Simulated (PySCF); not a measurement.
## The third ionisation energy along the third row

All values are computed (PySCF 2.14, energy differences of UHF-based or UKS calculations, no spin-orbit coupling). Values in eV. The last column holds reference values (NIST; (s) semi-empirical, (t) theoretical, else measured). Unmarked ones compare directly (S terms, centres of terms, or small fine structure); those marked * lie between the lowest fine-structure levels and include a spin-orbit shift.

```
                                                                           element               configurations    PBE0  r2SCAN  MP2 (valence and next inner shell)  CCSD(T) (valence)  CCSD (valence and next inner shell)  CCSD(T) (valence and next inner shell)             reference
Al (x2c-TZVPPall with one added diffuse shell each of s, p, d type, spin-free X2C)              [Ne] 3s1 → [Ne]  28.699  28.402                              28.313                n/a                               28.329                                  28.334                28.448
Si (x2c-TZVPPall with one added diffuse shell each of s, p, d type, spin-free X2C)          [Ne] 3s2 → [Ne] 3s1  33.348  32.956                              33.134             33.254                               33.376                                  33.408                33.493
 P (x2c-TZVPPall with one added diffuse shell each of s, p, d type, spin-free X2C)      [Ne] 3s2 3p1 → [Ne] 3s2  30.270  30.366                              29.885             30.031                               30.013                                  30.037              30.203 *
 S (x2c-TZVPPall with one added diffuse shell each of s, p, d type, spin-free X2C)  [Ne] 3s2 3p2 → [Ne] 3s2 3p1  34.871  35.016                              34.646             34.703                               34.680                                  34.710    34.86 ± 0.04 (s) *
Cl (x2c-TZVPPall with one added diffuse shell each of s, p, d type, spin-free X2C)  [Ne] 3s2 3p3 → [Ne] 3s2 3p2  39.658  39.825                              39.625             39.565                               39.540                                  39.572     39.8 ± 0.11 (s) *
Ar (x2c-TZVPPall with one added diffuse shell each of s, p, d type, spin-free X2C)  [Ne] 3s2 3p4 → [Ne] 3s2 3p3  40.722  40.677                              40.195             40.309                               40.304                                  40.331  40.735 ± 0.012 (s) *
```

"Valence" correlates the outer s and p shells and, in groups 3 to 12 and the f block, the outer d or f shell, open or full, or the next shell where the ion has no valence electron left; the wider scheme adds the next inner shell.
